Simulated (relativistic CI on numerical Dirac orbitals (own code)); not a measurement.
## Hyperfine structure of Re48+, mass number 185

Method of calculation: Dirac-Coulomb-Breit CI, KLI orbitals optimised for each configuration, a model potential for QED, unscaled Slater integrals (own radial code, finite nucleus).

Configurations in the expansion (outside the closed core [Ne]): 3s²3p⁶3d⁹, 3s²3p⁵3d¹⁰, 3s3p⁶3d¹⁰, 3s²3p⁶3d⁸4s, 3s²3p⁶3d⁸4p, 3s²3p⁴3d¹⁰4s, 3s²3p⁶3d⁸4d, 3s²3p⁴3d¹⁰4p, 3s²3p⁵3d⁹4s, 3s²3p⁶3d⁸4f, 3s²3p⁴3d¹⁰4d, 3s3p⁵3d¹⁰4s, 3s²3p⁵3d⁹4p, 3s3p⁵3d¹⁰4p, 3s²3p⁶3d⁷4s², 3s²3p⁵3d⁹4d. Levels of other configurations are missing.

Nuclear spin I = 5/2, μ = 3.176 μN, Q = 2.07 b (tables of Stone and Pyykkö). The electronic factors are computed for point nuclear moments, without core polarisation or the Bohr-Weisskopf and QED corrections.

| Level | E (Ry) | A (GHz) | B (GHz) |
| --- | --- | --- | --- |
| 3s²3p⁶3d⁹ ²D5/2 | 0.000 | 50.53 | -169 |
| 3s²3p⁶3d⁹ ²D3/2 | 5.236 | 129.5 | -140 |
| 3s²3p⁵3d¹⁰ ²P°3/2 | 33.911 | 248 | -808 |
| 3s²3p⁵3d¹⁰ ²P°1/2 | 58.194 | 2265 |  |
| 3s3p⁶3d¹⁰ ²S1/2 | 76.178 | 7080 |  |
| 3s²3p⁶3d⁸4s ⁴F9/2 | 122.380 | 320.1 | -121 |
| 3s²3p⁶3d⁸4s ²F7/2 | 122.610 | -218.3 | -112 |
| 3s²3p⁶3d⁸4s ²D3/2 | 123.231 | -431.8 | 65.4 |

Levels with J = 0, under 50 % of one LS term, or S terms without an open s electron are left out. Small factors come from cancelling terms and can be off by tens of per cent or more.

At this charge energies of transitions that change n are usually good to better than 1 %, and those within a shell (Δn = 0) to a few per cent.

Task: Give the hyperfine levels of 3s²3p⁶3d⁹ ²D5/2 relative to its centre of gravity.

Result: With K = F(F + 1) − I(I + 1) − J(J + 1), E = AK/2 + B[¾K(K + 1) − I(I + 1)J(J + 1)]/[2I(2I − 1)J(2J − 1)]: F = 0: -560.6, F = 1: -469.4, F = 2: -302.4, F = 3: -89.9, F = 4: 122.4, F = 5: 273.5 GHz.

LS names give the leading component of a level, which can be under half, so a name can repeat, a term be missing and a line seem to break the LS rules.
